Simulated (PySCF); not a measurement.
CH3O (SMILES C[O]), doublet, geometry from GFN2-xTB; B3LYP5/cc-pVDZ (PySCF).

Here is a job for PySCF.
```python
from pyscf import gto, scf, dft

mol = gto.M(
    atom='''
C    -0.54116997    0.05353428    0.00083229
O     0.76176720   -0.09588941   -0.01975640
H    -0.92867698   -0.03773698    1.04276980
H    -0.81706085    1.11029291   -0.22559941
H    -1.10137993   -0.62664630   -0.66411297
''',
    basis='cc-pvdz',
    spin=1,
    verbose=4,
)

mf = dft.UKS(mol)
mf.xc = 'b3lyp5'
mf.grids.atom_grid = (99, 590)
mf.grids.prune = None
mf.kernel()
```

**Question.** Predict the main parts of the log of this PySCF run.

**Answer.** 
```
PySCF version 2.14.0

[INPUT] verbose = 4
[INPUT] num. atoms = 5
[INPUT] num. electrons = 17
[INPUT] charge = 0
[INPUT] spin (= nelec alpha-beta = 2S) = 1
[INPUT] symmetry False subgroup None
[INPUT] Mole.unit = angstrom
[INPUT] Symbol           X                Y                Z      unit          X                Y                Z       unit  Magmom
[INPUT]  1 C     -0.541169970000   0.053534280000   0.000832290000 AA   -1.022663030139   0.101165127476   0.001572800156 Bohr   0.0
[INPUT]  2 O      0.761767200000  -0.095889410000  -0.019756400000 AA    1.439531378677  -0.181204723146  -0.037334185207 Bohr   0.0
[INPUT]  3 H     -0.928676980000  -0.037736980000   1.042769800000 AA   -1.754945150388  -0.071312556968   1.970549332967 Bohr   0.0
[INPUT]  4 H     -0.817060850000   1.110292910000  -0.225599410000 AA   -1.544021233604   2.098149517946  -0.426321098763 Bohr   0.0
[INPUT]  5 H     -1.101379930000  -0.626646300000  -0.664112970000 AA   -2.081306426793  -1.184189883972  -1.254991629071 Bohr   0.0

nuclear repulsion = 35.1392216490894
number of shells = 19
number of NR pGTOs = 73
number of NR cGTOs = 43
basis = cc-pvdz
ecp = {}

******** <class 'pyscf.dft.uks.UKS'> ********
method = UKS
initial guess = minao
damping factor = 0
level_shift factor = 0
DIIS = <class 'pyscf.scf.diis.CDIIS'>
diis_start_cycle = 1
diis_space = 8
diis_damp = 0
SCF conv_tol = 1e-09
SCF conv_tol_grad = None
SCF max_cycles = 50
direct_scf = True
direct_scf_tol = 1e-13
number electrons alpha = 9  beta = 8
XC library pyscf.dft.libxc version 7.1.2
    S. Lehtola, C. Steigemann, M. J. T. Oliveira, and M. A. L. Marques,  SoftwareX 7, 1–5 (2018)
XC functionals = b3lyp5
    P. A. M. Dirac,  Math. Proc. Cambridge Philos. Soc. 26, 376 (1930)
    F. Bloch,  Z. Phys. 57, 545 (1929)
    A. D. Becke,  Phys. Rev. A 38, 3098 (1988)
    C. Lee, W. Yang, and R. G. Parr,  Phys. Rev. B 37, 785 (1988)
    B. Miehlich, A. Savin, H. Stoll, and H. Preuss,  Chem. Phys. Lett. 157, 200 (1989)
    S. H. Vosko, L. Wilk, and M. Nusair,  Can. J. Phys. 58, 1200 (1980)
radial grids:
    Treutler-Ahlrichs [JCP 102, 346 (1995); DOI:10.1063/1.469408] (M4) radial grids

becke partition: Becke, JCP 88, 2547 (1988); DOI:10.1063/1.454033
pruning grids: None
grids dens level: 3
symmetrized grids: False
atomic radii adjust function: <function treutler_atomic_radii_adjust>
User specified grid scheme (99, 590)
small_rho_cutoff = 0
Set gradient conv threshold to 3.16228e-05
tot grids = 292056
init E= -115.050908883824

cycle= 1 E= -114.887042824444  delta_E= 0.164  |g|= 0.446  |ddm|= 1.39
cycle= 2 E= -114.729345005179  delta_E= 0.158  |g|= 0.787  |ddm|= 1.17
cycle= 3 E= -114.988636210042  delta_E= -0.259  |g|= 0.0553  |ddm|= 0.833
cycle= 4 E= -114.990384785658  delta_E= -0.00175  |g|= 0.0286  |ddm|= 0.0893
cycle= 5 E= -114.990791633034  delta_E= -0.000407  |g|= 0.00758  |ddm|= 0.0244
cycle= 6 E= -114.990832530847  delta_E= -4.09e-05  |g|= 0.00132  |ddm|= 0.011
cycle= 7 E= -114.990833750062  delta_E= -1.22e-06  |g|= 0.000234  |ddm|= 0.00183
cycle= 8 E= -114.990833795845  delta_E= -4.58e-08  |g|= 6.75e-05  |ddm|= 0.000346
cycle= 9 E= -114.990833799587  delta_E= -3.74e-09  |g|= 1.1e-05  |ddm|= 0.000107
cycle= 10 E= -114.990833799748  delta_E= -1.6e-10  |g|= 3.07e-06  |ddm|= 2.62e-05
Extra cycle  E= -114.990833799755  delta_E= -6.88e-12  |g|= 2.54e-06  |ddm|= 5.8e-06
converged SCF energy = -114.990833799755  <S^2> = 0.75345945  2S+1 = 2.0034565
```
